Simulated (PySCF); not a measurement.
A calculated (PBE, PySCF 2.14, ANO-RCC-VTZP, scalar relativity by spin-free X2C-1e) atom or ion has these occupied shells.

```json
{"shell": "1s", "electrons": "2", "orbital energy (eV)": "-14142.3", "rms radius, mean of both spins (bohr)": "0.0478"}
{"shell": "2s", "electrons": "2", "orbital energy (eV)": "-1864.1", "rms radius, mean of both spins (bohr)": "0.199"}
{"shell": "2p", "electrons": "6", "orbital energy (eV)": "-1648.7", "rms radius, mean of both spins (bohr)": "0.177"}
{"shell": "3s", "electrons": "2", "orbital energy (eV)": "-264.06", "rms radius, mean of both spins (bohr)": "0.568"}
{"shell": "3p", "electrons": "6", "orbital energy (eV)": "-195.40", "rms radius, mean of both spins (bohr)": "0.584"}
{"shell": "3d", "electrons": "10", "orbital energy (eV)": "-81.754", "rms radius, mean of both spins (bohr)": "0.617"}
{"shell": "4s", "electrons": "2", "orbital energy (eV)": "-23.034", "rms radius, mean of both spins (bohr)": "1.69"}
{"shell": "4p", "electrons": "6", "orbital energy (eV)": "-9.246", "rms radius, mean of both spins (bohr)": "2.11"}
```

(1) Name the element and its charge.

Answers

(1) Kr (krypton, neutral), in [Kr], closed-shell 1S.
